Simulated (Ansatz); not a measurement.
BFH2SeSi, SMILES `FB1[SiH2][Se]1`, 6 atoms. The species carries charge 0 and has multiplicity 1. Correlated methods include outer-core shells of Se, which these sets cover unevenly. Scalar relativity is left out up to krypton. All runs use 2 threads of an Arm Neoverse V1 on a shared host. Correlated methods freeze the cores.

Q: How many basis functions does each run have, and how long does it take in Ansatz? direct RPA on PBE orbitals/def2-TZVPP energy; RKS ωB97M-V/def2-QZVPP energy; RKS PBE0-D4/def2-TZVPP energy; RHF-CCSD(T)/def2-TZVPP energy; RKS PBE0-D4/def2-SVP energy; RKS ωB97M-V/def2-SVP energy; RKS revPBE-D4/def2-TZVPP energy; RKS SPW92 (LDA)/def2-TZVPP energy; RKS PBE0-D4/def2-TZVP relaxation (6 steps); RHF-MP2/def2-QZVPP energy; RKS PBE0-D4/def2-TZVP frequencies; RKS PBE-D4/def2-TZVPP energy and forces. (An estimate is asked.)

A: The calculation gave: Other jobs shared the machine, so times are rough.

```json
{"level": "RKS SPW92 (LDA)/def2-TZVPP", "job": "energy", "functions": "180", "wall time": "1.4 s", "peak host memory (GiB)": "0.2"}
{"level": "RKS PBE0-D4/def2-SVP", "job": "energy", "functions": "88", "wall time": "1.5 s", "peak host memory (GiB)": "0.17"}
{"level": "RKS revPBE-D4/def2-TZVPP", "job": "energy", "functions": "180", "wall time": "2.4 s", "peak host memory (GiB)": "0.21"}
{"level": "RKS PBE-D4/def2-TZVPP", "job": "energy and forces", "functions": "180", "wall time": "2.9 s", "peak host memory (GiB)": "0.2"}
{"level": "RKS PBE0-D4/def2-TZVPP", "job": "energy", "functions": "180", "wall time": "3.4 s", "peak host memory (GiB)": "0.43"}
{"level": "direct RPA on PBE orbitals/def2-TZVPP", "job": "energy", "functions": "180", "wall time": "5.5 s", "peak host memory (GiB)": "0.32"}
{"level": "RKS ωB97M-V/def2-SVP", "job": "energy", "functions": "88", "wall time": "7 s", "peak host memory (GiB)": "0.24"}
{"level": "RHF-MP2/def2-QZVPP", "job": "energy", "functions": "333", "wall time": "20 s", "peak host memory (GiB)": "1.3"}
{"level": "RKS ωB97M-V/def2-QZVPP", "job": "energy", "functions": "333", "wall time": "23 s", "peak host memory (GiB)": "1.2"}
{"level": "RKS PBE0-D4/def2-TZVP", "job": "relaxation (6 steps)", "functions": "159", "wall time": "30 s", "peak host memory (GiB)": "0.37"}
{"level": "RHF-CCSD(T)/def2-TZVPP", "job": "energy", "functions": "180", "wall time": "79 s", "peak host memory (GiB)": "1.7"}
{"level": "RKS PBE0-D4/def2-TZVP", "job": "frequencies", "functions": "159", "wall time": "110 s", "peak host memory (GiB)": "0.37"}
```
